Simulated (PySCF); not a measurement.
**Working out the ionisation energy of Ne(2+)**

Ne(2+) [He] 2s2 2p4 (3P) → Ne(3+) [He] 2s2 2p3 (4S). All numbers are calculated (PySCF 2.14, the non-relativistic Hamiltonian (point nucleus), in aug-cc-pVTZ (5s4p3d2f, 46 functions)). Frozen: 1s2. Energies in hartree (1 hartree = 27.21139 eV):

```csv
part,Ne(2+) (lower),Ne(3+) (upper)
UHF,-126.366558,-124.094127
CCSD correlation,-0.159253,-0.114337
(T),-0.001550,-0.000909
```

What does Hartree-Fock give?

(-124.094127) − (-126.366558) = 2.272431 hartree = 61.836 eV.

What do CCSD and CCSD(T) give?

The CCSD correlation energies differ by 0.044916 hartree = 1.222 eV and the triples by 0.000641 hartree = 0.017 eV, so CCSD gives 63.058 eV and CCSD(T) 63.075 eV.

A first-order spin-orbit estimate adds 0.037 eV to CCSD(T) (valence), giving 63.112 eV against 63.423 eV (measured; NIST Atomic Spectra Database, ionization energies).

What remains against the reference includes basis incompleteness, the frozen core and higher excitations.
